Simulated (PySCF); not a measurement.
CH5ClO2Sn. Atoms are numbered in the order given.

```xyz
10

C      2.1778    -0.1650    -0.4803
Sn     0.0909     0.0737    -0.2202
O     -0.9964    -0.9810    -1.4888
O     -0.3518     1.9817    -0.4290
Cl    -0.6713    -0.6329     1.8964
H      2.3511    -0.7690    -1.3806
H      2.6304     0.8286    -0.5935
H      2.5893    -0.6728     0.4012
H     -1.6849    -1.4765    -1.0283
H     -1.3013     2.1494    -0.4038
```

Coordinates come from a PBE0-D3(BJ)/def2-SVP optimisation. The structure was generated by enumeration; whether it is a known compound was not checked. The def2 effective core potentials stand for the cores of Sn; spin–orbit coupling is left out. Other conformers were not sampled.

All values below come from TDA-PBE/def2-SVPD (PySCF).

Vertical excitations. The molecule is in vacuum.

```
state  energy (eV)  λ (nm)      f                                             main pairs
-----  -----------  ------  -----  -----------------------------------------------------
S1            4.98     249  0.018                                         HOMO→LUMO 93 %
S2            5.25     236  0.039                                       HOMO−1→LUMO 80 %
S3            5.45     227  0.050   HOMO−2→LUMO 50 %, HOMO−3→LUMO 33 %, HOMO−1→LUMO 11 %
S4            5.48     226  0.048                     HOMO−3→LUMO 51 %, HOMO−2→LUMO 38 %
S5            6.36     195  0.025                                       HOMO−4→LUMO 76 %
S6            6.54     190  0.084                                       HOMO−5→LUMO 66 %
S7            6.72     185  0.037                   HOMO→LUMO+1 71 %, HOMO−1→LUMO+1 15 %
S8            6.92     179  0.041  HOMO−1→LUMO+1 45 %, HOMO−6→LUMO 22 %, HOMO−5→LUMO 8 %
S9            6.96     178  0.021                                       HOMO→LUMO+2 75 %
S10           7.03     176  0.028                   HOMO−2→LUMO+1 56 %, HOMO−6→LUMO 14 %
T1            4.60     270      0                                         HOMO→LUMO 98 %
T2            4.79     259      0                                       HOMO−1→LUMO 98 %
T3            4.97     250      0                                       HOMO−2→LUMO 98 %
T4            5.10     243      0                                       HOMO−3→LUMO 99 %
```
Triplets are in the Tamm–Dancoff approximation.
